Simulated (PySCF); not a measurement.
Computed properties of Al(F)2(SMe) (CH₃AlF₂S), SMILES C[S][Al]([F])[F]

CH3AlF2S, SMILES C[S][Al]([F])[F]. The structure is a stationary point at B3LYP-D3(BJ)/def2-SVP. The structure was generated by enumeration; whether it is a known compound was not checked. One conformer was computed; it need not be the lowest. All values are computed for the isolated molecule unless a solvent is named; none is compared with measurement here.

**Structure.** The optimised structure has Cs symmetry. All 18 harmonic modes at B3LYP-D3(BJ)/def2-SVP (PySCF) are real, so it is a minimum. With heavy atoms numbered as in [Al:1]([F:2])([F:3])[S:4][CH3:5], the shortest bond between them is Al1–F2 at 1.654 Å and the longest Al1–S4 at 2.153 Å.

**Vibrations.** The strongest infrared lines (harmonic, unscaled, degenerate partners summed) lie at 821 cm⁻¹ (163 km/mol, F 56 %, Al 41 %), 956 cm⁻¹ (112 km/mol, Al 52 %, F 47 %), 249 cm⁻¹ (68 km/mol, Al 68 %, F 26 %). The softest mode is at 56 cm⁻¹ and the zero-point energy is 27.9 kcal/mol.

**Electronic structure.** CAM-B3LYP/def2-TZVP (PySCF) places the frontier levels at -8.98 and -0.15 eV, a gap of 8.83 eV, and gives a dipole moment of 2.22 D and a mean polarisability of 51.6 bohr³. PBE/def2-TZVP (PySCF) at the same geometry gives -6.45 and -1.89 eV, so its gap is 4.27 eV narrower. An orbital gap is neither the optical nor the fundamental gap.

**Excitations.** TDA-PBE0/def2-SVPD (PySCF) has S1 at 5.19 eV (239 nm, f = 0.046, weak); the most intense of the 10 singlets computed lies at 7.04 eV (f = 0.26). T1 (TDA) is at 4.81 eV, 0.38 eV under S1. TDA-PBE/def2-SVPD (PySCF) puts S1 at 4.60 eV. No vertical singlet excitation falls in the visible range (under 3.1 eV).

**NMR.** GIAO shifts at PBE0/pcSseg-1 (PySCF) (non-relativistic, atoms alike by connectivity averaged): ¹³C at 13.9 ppm against TMS; ¹H at 2.5 ppm against TMS; ¹⁹F at -182.5 ppm against CFCl3.
